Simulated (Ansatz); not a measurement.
Basis-set extrapolation for CH₈Al₂OSi (`C[Si](O)([AlH2])[AlH2]`) (PBE0-D4/def2-TZVP geometry, frozen core, the Gaussian-basis code of Ansatz). Multiplicity 1, RHF reference.

|  | def2-TZVPP | def2-QZVPP |
| --- | --- | --- |
| HF | -890.246217 | -890.275028 |
| MP2 correlation | -0.699066 | -0.751358 |
| CCSD(T) correlation | -0.789135 | not run |

Energies in hartree. Use E(X) = E(∞) + A·exp(−7.88·√X) for Hartree–Fock and E(X) = E(∞) + B·X^(−2.97) for correlation, with X = 3 and 4, and add CCSD(T) minus MP2 of the smaller set to the MP2 limit.

**Question.** What is the CCSD(T) energy at the basis-set limit?

**Answer.** HF limit: -890.275028 + (-0.028811) × 0.13774 = -890.27900. MP2 limit: -0.751358 + (-0.052292) × 0.74074 = -0.79009. Higher-order term: -0.789135 − (-0.699066) = -0.09007. Total: -891.15916 hartree, 77.7 kcal/mol below CCSD(T)/def2-TZVPP.
